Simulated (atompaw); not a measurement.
**u(r) = r·R(r): atom against pseudo-atom (technetium (Tc))**

Columns: radius, all-electron u(r) and pseudo u(r) of the 4s shell (level -89.54 eV) of technetium in the configuration [Ar] 3d10 4s2 4p6 4d5 5s0 5p0; PBEsol, scalar-relativistic, PAW (atompaw) scheme, atompaw 4.2.0.5.

| r (bohr) | all-electron | pseudo |
| --- | --- | --- |
| 0.079 | 0.3437 | 0.1224 |
| 0.158 | 0.1275 | 0.2459 |
| 0.237 | -0.4263 | 0.3712 |
| 0.315 | -0.6182 | 0.4964 |
| 0.394 | -0.4567 | 0.6231 |
| 0.473 | -0.1133 | 0.7466 |
| 0.552 | 0.2661 | 0.8624 |
| 0.631 | 0.5987 | 0.9654 |
| 0.710 | 0.8506 | 1.0496 |
| 0.788 | 1.0151 | 1.1090 |
| 0.867 | 1.1052 | 1.1411 |
| 0.946 | 1.1327 | 1.1430 |
| 1.025 | 1.1136 | 1.1154 |
| 1.104 | 1.0621 | 1.0622 |
| 1.183 | 0.9901 | 0.9901 |
| 1.262 | 0.9067 | 0.9067 |
| 1.340 | 0.8200 | 0.8200 |
| 1.419 | 0.7323 | 0.7323 |
| 1.498 | 0.6480 | 0.6480 |
| 1.577 | 0.5691 | 0.5691 |
| 1.656 | 0.4966 | 0.4966 |
| 1.735 | 0.4309 | 0.4309 |
| 1.813 | 0.3730 | 0.3730 |
| 1.892 | 0.3209 | 0.3209 |
| 1.971 | 0.2752 | 0.2752 |
| 2.050 | 0.2352 | 0.2352 |

(1) How many radial nodes do the two functions have?

(2) At about which radius was the pseudo-wave matched?

(3) Is the pseudo-wave norm-conserving?

Answers

(1) The all-electron 4s function has n − l − 1 = 3 (the table is too coarse to show those close to the nucleus); the pseudo-wave has 0, since the states of the same l below it are removed with the core.

(2) 1.20 bohr. The columns agree to 0.0005 from 1.10 bohr on; several derivatives are matched, so the curves merge somewhat inside the radius.

(3) No, it belongs to a PAW set: the norm inside the radius is not constrained, and the difference is carried by the augmentation charge.
